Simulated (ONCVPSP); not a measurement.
## PBE ONCV dataset for erbium, scalar-relativistic all-electron reference.

Input for ONCVPSP 4.0.1:

```
# ATOM AND REFERENCE CONFIGURATION
# atsym  z   nc   nv     iexc    psfile
  Er 68.00   10    4        4      upf
#
#   n    l    f
    1    0    2.00
    2    0    2.00
    2    1    6.00
    3    0    2.00
    3    1    6.00
    3    2   10.00
    4    0    2.00
    4    1    6.00
    4    2   10.00
    4    3   11.00
    5    0    2.00
    5    1    6.00
    5    2    1.00
    6    0    2.00
#
# PSEUDOPOTENTIAL AND OPTIMIZATION
# lmax
    2
#
#   l,   rc,      ep,       ncon, nbas, qcut
    0    2.30    0.00    3    6    5.00
    1    2.30    0.00    5    9    5.60
    2    2.60    0.00    4    9    5.30
#
# LOCAL POTENTIAL
# lloc, lpopt,  rc(5),   dvloc0
    4    5    1.90    0.00
#
# VANDERBILT-KLEINMAN-BYLANDER PROJECTORs
# l, nproj, debl
    0    3    2.90
    1    2    1.60
    2    2    2.50
#
# MODEL CORE CHARGE
# icmod, fcfact, rcfact
    0    0.00    0.00
#
# LOG DERIVATIVE ANALYSIS
# epsh1, epsh2, depsh
   -4.00    5.00    0.02
#
# OUTPUT GRID
# rlmax, drl
    6.00    0.01
#
# TEST CONFIGURATIONS
# ncnf
    4
# nvcnf
#   n    l    f
    4
    5    0    2.00
    5    1    6.00
    5    2    1.00
    6    0    1.00
#
    4
    5    0    2.00
    5    1    6.00
    5    2    1.00
    6    0    0.00
#
    4
    5    0    2.00
    5    1    6.00
    5    2    0.00
    6    0    0.00
#
    4
    5    0    2.00
    5    1    5.00
    5    2    1.00
    6    0    2.00
#
```

Command:

```bash
oncvpsp.x < Er.dat > Er.out
```

Resulting log (shortened: citation, most of the input echo, consistency checks and plot data are left out):

```
ONCVPSP  (Optimized Norm-Conservinng Vanderbilt PSeudopotential)
scalar-relativistic version 4.0.1

#   n    l    f        energy (Ha)
    1    0    2.00    -2.1088157E+03
    2    0    2.00    -3.5449144E+02
    2    1    6.00    -3.1353196E+02
    3    0    2.00    -7.9659493E+01
    3    1    6.00    -6.7202608E+01
    3    2   10.00    -5.1620200E+01
    4    0    2.00    -1.5935952E+01
    4    1    6.00    -1.1835241E+01
    4    2   10.00    -6.3438979E+00
    4    3   11.00    -3.4846701E-01
    5    0    2.00    -2.0586680E+00
    5    1    6.00    -1.0936183E+00
    5    2    1.00    -7.6654552E-02
    6    0    2.00    -1.6219141E-01

Reference configufation results
  iterations    36
  all-electron total energy (Ha)   -1.30861925D+04

Begin loop to  construct optimized pseudo wave functions
and semi-local pseudopoentials for all angular momenta

   Wellstate for l =  0  n =  8
     eigenvalue =   2.7378
     asymptotic potential =   3.2378
     half-point radius =  4.0156

Calculating optimized projector #   1

 for l=   0

    Fraction of norm inside rc  0.983385
    Optimizing pswf for qcut=   5.00 a_B^-1,  ecut=  12.51 Ha
    Residual kinetic energy error=  2.25D-06 Ha

    Energy error per electron        Cutoff
         Ha          eV             Ha
         0.01000     0.27211        3.48
         0.00100     0.02721        4.85
         0.00010     0.00272        8.76
         0.00001     0.00027       11.12

Calculating optimized projector #   2

 for l=   0

    Fraction of norm inside rc  0.105288
    Optimizing pswf for qcut=   5.00 a_B^-1,  ecut=  12.51 Ha
    Residual kinetic energy error=  5.46D-06 Ha

    Energy error per electron        Cutoff
         Ha          eV             Ha
         0.01000     0.27211        2.77
         0.00100     0.02721        5.09
         0.00010     0.00272        9.80
         0.00001     0.00027       11.96

Calculating optimized projector #   3

 for l=   0

    Fraction of norm inside rc  0.143757
    Optimizing pswf for qcut=   5.00 a_B^-1,  ecut=  12.51 Ha
    Residual kinetic energy error=  3.51D-04 Ha

    Energy error per electron        Cutoff
         Ha          eV             Ha
         0.01000     0.27211        8.21
         0.00100     0.02721       11.08
         0.00010     0.00272       20.29
         0.00001     0.00027       33.42

   Wellstate for l =  1  n =  7
     eigenvalue =   0.5064
     asymptotic potential =   1.0064
     half-point radius =  6.8241

Calculating optimized projector #   1

 for l=   1

    Fraction of norm inside rc  0.932790
    Optimizing pswf for qcut=   5.60 a_B^-1,  ecut=  15.69 Ha
    Residual kinetic energy error=  6.61D-06 Ha

    Energy error per electron        Cutoff
         Ha          eV             Ha
         0.01000     0.27211        6.37
         0.00100     0.02721        8.12
         0.00010     0.00272        9.58
         0.00001     0.00027       14.48

Calculating optimized projector #   2

 for l=   1

    Fraction of norm inside rc  0.079121
    Optimizing pswf for qcut=   5.60 a_B^-1,  ecut=  15.69 Ha
    Residual kinetic energy error=  9.73D-06 Ha

    Energy error per electron        Cutoff
         Ha          eV             Ha
         0.01000     0.27211        5.18
         0.00100     0.02721        7.11
         0.00010     0.00272        9.52
         0.00001     0.00027       16.05

   Wellstate for l =  2  n =  8
     eigenvalue =   2.4233
     asymptotic potential =   2.9233
     half-point radius =  5.1270

Calculating optimized projector #   1

 for l=   2

    Fraction of norm inside rc  0.519320
    Optimizing pswf for qcut=   5.31 a_B^-1,  ecut=  14.08 Ha
    Residual kinetic energy error=  1.09D-06 Ha

    Energy error per electron        Cutoff
         Ha          eV             Ha
         0.01000     0.27211        6.59
         0.00100     0.02721        9.02
         0.00010     0.00272       10.97
         0.00001     0.00027       12.72

Calculating optimized projector #   2

 for l=   2

    Fraction of norm inside rc  0.171902
    Optimizing pswf for qcut=   5.31 a_B^-1,  ecut=  14.08 Ha
    Residual kinetic energy error=  1.94D-05 Ha

    Energy error per electron        Cutoff
         Ha          eV             Ha
         0.01000     0.27211        8.77
         0.00100     0.02721       11.11
         0.00010     0.00272       13.06
         0.00001     0.00027       15.04

Construct Vanderbilt / Kleinmman-Bylander projectors

B matrix Hermiticity error, ll=   0
   1   2    1.7528E-04
   1   3    5.8034E-04
   2   3   -1.3625E-04

  Orthonormal projector coefficients  5.6092E+00  1.4657E+00  2.9968E-01

B matrix Hermiticity error, ll=   1
   1   2   -1.2634E-04

  Orthonormal projector coefficients  3.9916E+00  5.2664E-01

B matrix Hermiticity error, ll=   2
   1   2    1.0557E-04

  Orthonormal projector coefficients -1.4622E+00  7.8308E-01

Pseudoatom total energy  -39.948826

Diagnostic tests using Vanderbilt-Kleinman-Bylander pseudopotentials
  1 or more projectors used as specified by nproj input data

   l    rcore       rmatch      e in        delta e   norm test  slope test

   0   2.3109380   2.3811031  -2.0586680   0.0000036   1.0001591   1.0001454
   0   2.3109380   2.3811031  -0.1621914   0.0000038   1.0000384   0.9999954
   0   2.3109380   2.3811031   2.7378086   0.0000022   1.0002648   1.0002648

   1   2.3109380   2.3811031  -1.0936183   0.0000037   1.0000126   1.0000154
   1   2.3109380   2.3811031   0.5063817   0.0000196   1.0003168   1.0003168

   2   2.6046412   2.6837238  -0.0766546  -0.0000014   1.0000160   0.9999955
   2   2.6046412   2.6837238   2.4233455   0.0000110   1.0000476   1.0000476

 Testing for bound ghosts
   n   l    E NL Schr. Eq   E Basis Diag.   E Cutoff

   1   0       -2.058664       -2.058666     35.85
   2   0       -0.162188       -0.146966     35.85

   2   1       -1.093615       -1.093614     74.32

   3   2       -0.076656       -0.073351     65.25

 Testing for highly-localized positive-energy ghosts
       l    <radius>/rc     E Basis Diag.   E Cutoff

Test configuration 0

   n   l     f        eae           eps        diff
   1   0  2.0000-2108.81565178
   2   0  2.0000 -354.49144139
   2   1  6.0000 -313.53195513
   3   0  2.0000  -79.65949321
   3   1  6.0000  -67.20260786
   3   2 10.0000  -51.62019988
   4   0  2.0000  -15.93595182
   4   1  6.0000  -11.83524112
   4   2 10.0000   -6.34389790
   4   3 11.0000   -0.34846701
   5   0  2.0000   -2.05866796   -2.05866440    3.57D-06
   5   1  6.0000   -1.09361827   -1.09361453    3.75D-06
   5   2  1.0000   -0.07665455   -0.07665590   -1.35D-06
   6   0  2.0000   -0.16219141   -0.16218758    3.83D-06

    Total energies and differences
      AE_ref= -1.30861925D+04  AE_tst= -1.30861925D+04  dif=  0.00D+00
      PS_ref= -3.99488260D+01  PS_tst= -3.99488260D+01  dif= -2.13D-14
      PSP excitation error=  2.13D-14

Test configuration 1

   n   l     f        eae           eps        diff
   1   0  2.0000-2109.05843752
   2   0  2.0000 -354.73296390
   2   1  6.0000 -313.77355014
   3   0  2.0000  -79.90064638
   3   1  6.0000  -67.44376986
   3   2 10.0000  -51.86134831
   4   0  2.0000  -16.17722241
   4   1  6.0000  -12.07653292
   4   2 10.0000   -6.58516354
   4   3 11.0000   -0.58961903
   5   0  2.0000   -2.30009068   -2.30259163   -2.50D-03
   5   1  6.0000   -1.33492906   -1.33633765   -1.41D-03
   5   2  1.0000   -0.29837998   -0.29848396   -1.04D-04
   6   0  1.0000   -0.36013139   -0.35980263    3.29D-04

    Total energies and differences
      AE_ref= -1.30861925D+04  AE_tst= -1.30859337D+04  dif=  2.59D-01
      PS_ref= -3.99488260D+01  PS_tst= -3.96899910D+01  dif=  2.59D-01
      PSP excitation error=  4.31D-05

Test configuration 2

   n   l     f        eae           eps        diff
   1   0  2.0000-2109.34618018
   2   0  2.0000 -355.01883190
   2   1  6.0000 -314.05954481
   3   0  2.0000  -80.18549058
   3   1  6.0000  -67.72863319
   3   2 10.0000  -52.14625781
   4   0  2.0000  -16.46237304
   4   1  6.0000  -12.36177479
   4   2 10.0000   -6.87045808
   4   3 11.0000   -0.87462748
   5   0  2.0000   -2.58553202   -2.59263727   -7.11D-03
   5   1  6.0000   -1.61865137   -1.62269747   -4.05D-03
   5   2  1.0000   -0.55660432   -0.55678607   -1.82D-04

    Total energies and differences
      AE_ref= -1.30861925D+04  AE_tst= -1.30854646D+04  dif=  7.28D-01
      PS_ref= -3.99488260D+01  PS_tst= -3.92215992D+01  dif=  7.27D-01
      PSP excitation error=  7.42D-04

Test configuration 3

psatom: WARNING lschvkbb convergence error n,l,iter=   3   2   3
ea(ii),et,emin,emax -7.665590E-02 -8.432149E-02 -8.432149E-02 -8.432149E-02
run_config: WARNING for fully non-local PS atom, stg. 1
 WARNING no output for configuration 4

Test configuration 4

   n   l     f        eae           eps        diff
   1   0  2.0000-2109.27480345
   2   0  2.0000 -354.93728924
   2   1  6.0000 -313.97939803
   3   0  2.0000  -80.09417285
   3   1  6.0000  -67.63754392
   3   2 10.0000  -52.05576741
   4   0  2.0000  -16.37359888
   4   1  6.0000  -12.27407565
   4   2 10.0000   -6.78380525
   4   3 11.0000   -0.78309089
   5   0  2.0000   -2.48035763   -2.50831306   -2.80D-02
   5   1  5.0000   -1.49607564   -1.51219184   -1.61D-02
   5   2  1.0000   -0.39675656   -0.40101973   -4.26D-03
   6   0  2.0000   -0.41295245   -0.41520813   -2.26D-03

    Total energies and differences
      AE_ref= -1.30861925D+04  AE_tst= -1.30849059D+04  dif=  1.29D+00
      PS_ref= -3.99488260D+01  PS_tst= -3.86532340D+01  dif=  1.30D+00
      PSP excitation error= -8.98D-03
```

The run took about 4.8 s on one core of a shared server CPU.
